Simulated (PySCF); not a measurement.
## Bi²⁺: interval between two levels

Bi²⁺ [Xe] 4f14 5d10 6s2 6p1 [2P3/2, M_J = 3/2] → Bi²⁺ [Xe] 4f14 5d10 6s1 6p1 7s1 [4P5/2, M_J = 5/2], as a difference of total energies. Computed with PySCF 2.14 in x2c-SVPall-2c with one added diffuse shell each of s, p type (8s12p7d2f, 93 functions), with the two-component X2C-1e Hamiltonian. Correlated levels: [Kr] 4d10 4f14 frozen; the 22 highest virtual spinors dropped. "Screened" scales the spin-orbit matrix elements by Boettger's factors to mimic the two-electron term; Breit and QED terms are absent.

```json
{"method": "GHF (spin-free)", "interval between two levels (cm⁻¹)": "153120"}
{"method": "GMP2 (spin-free)", "interval between two levels (cm⁻¹)": "165080"}
{"method": "GHF (screened spin-orbit)", "interval between two levels (cm⁻¹)": "154240"}
{"method": "GMP2 (screened spin-orbit)", "interval between two levels (cm⁻¹)": "166340"}
```

The labels give the starting determinants; with spin-orbit coupling the two ends relaxed to ⟨J²⟩ = 3.76, ⟨L²⟩ = 2.20, ⟨S²⟩ = 0.95 and ⟨J²⟩ = 8.76, ⟨L²⟩ = 2.20, ⟨S²⟩ = 3.95.

The promoted electron is Rydberg-like, and one or two diffuse shells describe it only roughly, which tends to raise the upper state.
